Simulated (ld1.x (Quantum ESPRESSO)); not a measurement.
Before and after: TM potential for copper

copper (Cu), norm-conserving Troullier–Martins (Kleinman–Bylander form), made with ld1.x (Quantum ESPRESSO) 7.5 (PBE, fully relativistic). Core [Ar], reference 3d9 4s2 4p0. Waves: 4s (bound): rc 2.15 bohr; 4p (bound, empty): rc 3.10 bohr; 3d (bound): rc 1.35 bohr; 4f channel at 0.2 Ry: rc 3.15 bohr. Local part: all-electron potential smoothed inside 1.95 bohr (lloc = -1). Core correction: Bessel-smoothed model core inside 0.95 bohr.

Open shells are filled in proportion to 2j + 1 (rel_dist='average').

All-electron outer shells of the reference configuration (PBE, scalar-relativistic, ld1.x):

| shell | level (eV) | outermost node (bohr) | outermost maximum (bohr) |
| --- | --- | --- | --- |
| 3s | -120.00 | 0.29 | 0.61 |
| 3p | -77.31 | 0.26 | 0.62 |
| 3d | -9.52 | – | 0.60 |
| 4s | -5.81 | 0.88 | 2.16 |
| 4p | -1.17 | 0.96 | 3.14 |

Change: all radii but the core radius scaled by about 1.41 (s 3.02, p 4.36, d 1.90, f 4.42 bohr); local potential all-electron potential smoothed inside 2.74 bohr (lloc = -1).

Cutoffs: the cutoffs (Ry, on a coarse ladder) from which the occupation-weighted sum of valence levels, in a spherical-Bessel basis at the reference potential, stays within 10 and 1 mRy of its value at 400 Ry; they do not see the model core or the augmentation charge, which bear on the density cutoff. Errors are all-electron minus pseudo energies relative to the spin-unpolarised reference configuration.

Question: What does the change do?

Answer: The potential gets softer (140 Ry and 260 Ry → 90 Ry and 160 Ry); the number of tests with a reliable result goes from 7 to 6; of the 6 tests that both files solve, the error grows in 3 and shrinks in 3 by more than 15 % and 0.3 meV (median size 166.3 → 27.2 meV); neither file shows a bound ghost. A larger radius leaves more room for a smooth pseudo-wave, so fewer plane waves are needed.

```tsv
quantity	base	changed
cutoff, loose	140 Ry	90 Ry
cutoff, tight	260 Ry	160 Ry
loose cutoff by channel (10 mRy a level)	s 8 Ry, d 120 Ry	s 6 Ry, d 80 Ry
bound ghosts	none	none
tests with a reliable result	7 of 7	6 of 7
error for 3d10 4s1 4p0, meV [ΔE -1.97 eV]	-144	-20
error for 3d9 4s0 4p0, meV [ΔE 27.51 eV]	-41	-100
error for 3d7 4s0 4p0, meV [ΔE 126.24 eV]	-1196	-1871
error for 3d10 4s0.5 4p0, meV [ΔE 1.19 eV]	-189	-1.8
error for 3d9 4s1 4p1, meV [ΔE 4.84 eV]	+0.5	-5.3
error for 3d10 4s0 4p1, meV [ΔE 2.17 eV]	-193	+35
```
